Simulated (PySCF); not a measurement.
CH₇BGeN (calculated)

Calculation on a computer-drawn molecule: the log of a Hartree-Fock and frozen-core CCSD(T) single point meant for a local Hartree-Fock minimum, with one planted fault or none, to be diagnosed. Offsets are logged minus clean, where the clean run is the same molecule without the fault. The reference is restricted for singlets and unrestricted otherwise, and also for a bond in bohr or an excited solution. Adding or removing an electron swaps singlet and doublet. The excited solution moves the top pair (singlet) or top alpha electron (doublet) to the lowest empty orbital. Highest occupied and lowest empty are orbital energies over both spins, largest force is the largest gradient component, triples share is (T) over the correlation energy, the T1 limit is 0.02 restricted and 0.045 unrestricted, electrons count all cores, a negative frequency is imaginary (commonest isotopes), and the dipole is about the centre of nuclear charge; on germanium a core potential holds 10 electrons, which the energies leave out, and 3d is frozen in MP2 and coupled-cluster steps. Program: PySCF 2.14.0.

CH₇BGeN

Logged structure:
```xyz
11
CH7BGeN
B     -2.1249     0.4619    -0.9833
C     -0.8877    -0.0230    -1.7012
N      0.3172    -0.2987    -1.1296
Ge     0.7664    -0.1555     0.6733
H     -3.1291     0.6682    -1.6092
H     -2.1184     0.6448     0.2086
H     -0.9018    -0.1847    -2.7761
H      1.0351    -0.6114    -1.7534
H      0.6200     1.2896     1.1372
H      2.2313    -0.5944     0.7152
H     -0.1035    -1.0904     1.5066
```

| Item | Value |
| --- | --- |
| meant charge | 0 |
| meant multiplicity | 2 |
| meant basis | cc-pVDZ |
| meant basis and core potential on germanium | cc-pVDZ-PP ECP10MDF |
| logged electrons | 58 |
| logged basis functions | 100 |
| logged SCF converged | yes |
| logged spin squared | 0 |
| logged highest occupied | -0.1269 eV |
| logged lowest empty | 7.9284 eV |
| logged largest force | 0.095126 hartree/bohr |
| logged T1 diagnostic | 0.013178 |
| logged D1 diagnostic | 0.045301 |
| logged triples share | 0.032214 |
| logged CC converged | yes |
| logged dipole magnitude | 9.9162 debye |
| logged SCF stable within its kind | yes |
| logged energy HF | -414.38092 hartree |
| logged energy CCSD(T) | -414.97493 hartree |
| possible faults | no fault, one electron removed, one electron added, multiplicity raised by two, geometry at a saddle point, SCF held on an excited solution, minimal basis STO-3G, one bond length entered in bohr, all coordinates scaled |
| planted fault | withheld |

Drawn bonds:
```
atom  other atom  order
   1           2      1
   2           3      1
   3           4      1
   1           5      1
   1           6      1
   2           7      1
   3           8      1
   4           9      1
   4          10      1
   4          11      1
```

To be estimated
1. Which fault was planted in the run of CH₇BGeN?

Calculated values
1. one electron added

Further results for CH₇BGeN:

| Item | Value |
| --- | --- |
| HF energy offset from clean run | 24.28 kcal/mol |
| CCSD(T) energy offset from clean run | -3.014 kcal/mol |
